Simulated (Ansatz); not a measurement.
Molecule: sum formula SiHF, net charge 0, singlet state. 
Structure (B3LYP-D3(BJ)/def2-TZVP (Ansatz, an electronic-structure program) minimum search):
```
Si
F 1 1.6199
H 1 1.5380 2 96.45
```
Charge 0, spin multiplicity 1.

Property: vertical ionisation energy (to the doublet state of charge +1; each state is the SCF solution reached for its spin; for the singlet the Hartree-Fock reference is unstable and T1 is 0.015), in eV. Cores are frozen in the correlated levels unless marked. UHF or UKS for open shells. No spin-orbit coupling. Non-relativistic. CBS marks a two-point X^-3 extrapolation of the correlation energy; Hartree-Fock from the larger set.

```tsv
level	program	vertical ionisation energy (eV)
HF/def2-SVPD	Ansatz	8.81
```

**Question.** Estimate the value at CCSD(T)/CBS(aug-cc-pV(T+d)Z,aug-cc-pV(Q+d)Z) as computed with Ansatz.

**Answer.** 9.79 eV, so HF/def2-SVPD differs from it by -0.98 eV.
